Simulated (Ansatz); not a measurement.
A run for Ansatz (a first-principles code): R-CCSD(T)/aug-cc-pVDZ on C3H7NO (a complex), monomers drawn apart or pushed together.

Ansatz 0.2 input:
```yaml
crystal:
  periodic: [false, false, false]
  atoms:
    - {symbol: C, position_ang: [-0.58144646, 0.18713461, -0.74374357]}
    - {symbol: O, position_ang: [0.25250727, -0.73879965, -0.07729619]}
    - {symbol: H, position_ang: [-1.63438706, 0.08617769, -0.45137679]}
    - {symbol: H, position_ang: [-0.50569756, -0.01386227, -1.81302957]}
    - {symbol: H, position_ang: [-0.27434364, 1.22616870, -0.56933294]}
    - {symbol: H, position_ang: [0.19255585, -0.56495809, 0.87279264]}
    - {symbol: C, position_ang: [-0.28518498, 0.45818882, 5.15393118]}
    - {symbol: C, position_ang: [-0.17532689, 0.17779279, 3.73263415]}
    - {symbol: N, position_ang: [-0.08791844, -0.04447891, 2.61012499]}
    - {symbol: H, position_ang: [-0.48457960, 1.51825352, 5.31127362]}
    - {symbol: H, position_ang: [-1.09942085, -0.12286137, 5.58721771]}
    - {symbol: H, position_ang: [0.64440416, 0.19483577, 5.65874354]}
basis:
  gaussian:
    orbitals: aug-cc-pVDZ
magnetization: {spin_polarized: false}
correlation: {method: ccsd_t, electrons: outside_noble_gas}
scf: {lower_state_search: off}
```

What total energy does the run end on?

-247.8832 hartree (reference determinant -247.0081, T1 diagnostic 0.012).

How many basis functions does it have, and what does it roughly cost on one machine?

178 functions; very roughly 2.6 core-minutes.
